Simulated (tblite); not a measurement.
H$_{3}$Si, doublet, geometry from GFN2-xTB; GFN1-xTB run with tblite.

tblite was given this input:
```
$ tblite run mol.xyz --method gfn1 --charge 0 --spin 1 --etemp 2000 --json tblite.json --no-restart

# file mol.xyz
4

Si     0.00172380     0.00046639     0.05606838
H     -0.01025152     1.41163100    -0.27334508
H      1.21691602    -0.70748096    -0.29344641
H     -1.23079768    -0.71067955    -0.21816587
```

Output, abridged:

```
xTB calculator
 | screened Coulomb repulsion
 | Coulomb electrostatics
 |  * isotropic Klopman-Ohno-Mataga-Nishimoto electrostatics
 |  * onsite third-order electrostatics
 | DFT-D3(BJ) dispersion correction

halogen bonding energy    0.0000000000000E+00 Eh
repulsion energy          2.9269156201683E-02 Eh
dispersion energy        -5.2379794168694E-04 Eh
number of electrons       7.0000000000000E+00 e
integral cutoff           2.8146159136829E+01 bohr

------------------------------------------------------------
  cycle        total energy    energy error   density error
------------------------------------------------------------
      1     -3.361055688210  -3.3898010E+00   2.5114870E-01
      2     -3.366262143431  -5.2064552E-03   1.3171751E-01
      3     -3.366883082785  -6.2093935E-04   2.6313308E-02
      4     -3.366982640443  -9.9557658E-05   5.1835992E-03
      5     -3.366989624899  -6.9844565E-06   2.2110240E-03
      6     -3.366991337081  -1.7121815E-06   3.7427360E-05
      7     -3.366991337472  -3.9127857E-10   1.9493836E-07
------------------------------------------------------------

electronic energy        -3.3957366957321E+00 Eh
total energy             -3.3669913374721E+00 Eh

Post processing:
 | Mayer-Wiberg bond orders

[Info] JSON dump of results written to 'tblite.json'
```
